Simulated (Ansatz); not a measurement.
CH6FNSi2 (`N[Si@@H]1[SiH2][C@H]1F`), relaxed with RKS PBE-D4/def2-SVP in Ansatz 0.2.0 from a rough embedded geometry. The force threshold is 0.03 eV/Å; the program also tests the step.

Total charge 0; spin multiplicity 1.

Start:

```xyz
11

N     1.229   -0.063    1.496
Si   -0.251   -0.620    1.028
Si   -0.278    0.234   -1.596
C    -1.139    0.485   -0.145
F    -2.516    0.255   -0.126
H     1.996   -0.305    0.860
H     1.277    0.984    1.524
H    -0.098   -2.021    0.649
H     1.151    0.717   -1.682
H    -0.341   -1.136   -2.253
H    -1.030    1.468    0.245
```

| step | energy (eV) | largest force (eV/Å) | largest move (Å) |
| --- | --- | --- | --- |
| 1 | -21071.0370 | 4.082 | 0.000 |
| 2 | -21071.7630 | 2.171 | 0.193 |
| 3 | -21072.0587 | 0.554 | 0.195 |
| 4 | -21072.1117 | 0.550 | 0.171 |
| 5 | -21072.1831 | 0.574 | 0.186 |
| 6 | -21072.2918 | 0.714 | 0.195 |
| 7 | -21072.4249 | 0.600 | 0.193 |
| 8 | -21072.4592 | 1.019 | 0.195 |
| 9 | -21072.5391 | 0.758 | 0.128 |
| 10 | -21072.5811 | 0.442 | 0.200 |
| 11 | -21072.5981 | 0.214 | 0.159 |
| 12 | -21072.6000 | 0.196 | 0.151 |
| 13 | -21072.6112 | 0.099 | 0.097 |
| 14 | -21072.6133 | 0.046 | 0.035 |
| 15 | -21072.6143 | 0.025 | 0.018 |

End:

```xyz
11

N     1.343    0.103    1.485
Si    0.228   -0.460    0.293
Si   -0.413    0.504   -2.037
C    -1.228    0.588   -0.195
F    -2.483   -0.006   -0.082
H     2.250   -0.357    1.603
H     1.410    1.100    1.704
H     0.063   -1.939    0.372
H     0.951   -0.179   -1.196
H    -0.863   -0.972   -2.167
H    -1.258    1.619    0.219
```

Run time 21 s (4 threads of an AMD EPYC 7R43 on a shared host); peak host memory 0.16 GiB.
